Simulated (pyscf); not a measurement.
## O=Cr(OH)(OH)(F)–F (SMILES [O]=[Cr]([OH])([OH])([F])[F]), singlet

Gas-phase minimum from PySCF at ωB97X-D3(BJ)/def2-SVP, one conformer. 

```xyz
8

O     -0.5163     0.6980     0.8601
Cr    -0.9022    -0.3042    -0.1890
O     -0.1579    -1.9369     0.0527
O      0.4300    -0.1740    -1.2670
F     -2.0701     0.3347    -1.2465
F     -2.2083    -1.1236     0.6662
H     -0.8004    -2.4322     0.5856
H      0.6574    -0.9923    -1.7416
```
Charge 0, spin multiplicity 1.

Bonds (Å): O1–Cr2 1.501, Cr2–O3 1.811, Cr2–O4 1.719, Cr2–F5 1.700, Cr2–F6 1.763, O3–H7 0.971, O4–H8 0.973. Bond angles (°): O1–Cr2–O3 113.8, O1–Cr2–O4 100.9, O1–Cr2–F5 111.1, O1–Cr2–F6 99.3, O3–Cr2–O4 80.4, O3–Cr2–F5 134.8, O3–Cr2–F6 79.7, O4–Cr2–F5 96.5, O4–Cr2–F6 156.0, F5–Cr2–F6 88.1, Cr2–O3–H7 105.2, Cr2–O4–H8 115.1.

Properties at ωB97X-D3(BJ)/def2-SVP:

```
Item                                                                                                                                                                                                               Value
---------------------------------------------------------------------------------------------------------------------  -------------------------------------------------------------------------------------------------
Harmonic wavenumbers, unscaled                                                                                         122, 200, 305, 337, 345, 372, 443, 521, 562, 614, 691, 765, 775, 859, 1077, 1249, 3810, 3818 cm⁻¹
Zero-point energy                                                                                                                                                                                          24.1 kcal/mol
Rotational symmetry number                                                                                                                                                                                             1
Entropy of this conformer at 298 K and 1 atm, rigid rotor and harmonic oscillator, modes under 100 cm⁻¹ raised to 100                                                                                    339.5 J/(mol K)
Dipole moment                                                                                                                                                                                                     2.08 D
```

Single-point totals, which compare only within one level:

| level | total energy (hartree) |
|---|---|
| ωB97X-D3(BJ)/def2-TZVP | -1471.24323 |
| PBE/def2-TZVP | -1470.71312 |
| r²SCAN/def2-TZVP | -1471.12229 |
| B3LYP-D3(BJ)/def2-TZVP | -1471.30591 |
| PBE0-D3(BJ)/def2-TZVP | -1470.61561 |
| M06-2X/def2-TZVP | -1470.96043 |
| ωB97M-D3(BJ)/def2-TZVP | -1471.33878 |

Soft torsions are taken as harmonic, which can shift the entropy by several J/(mol K).
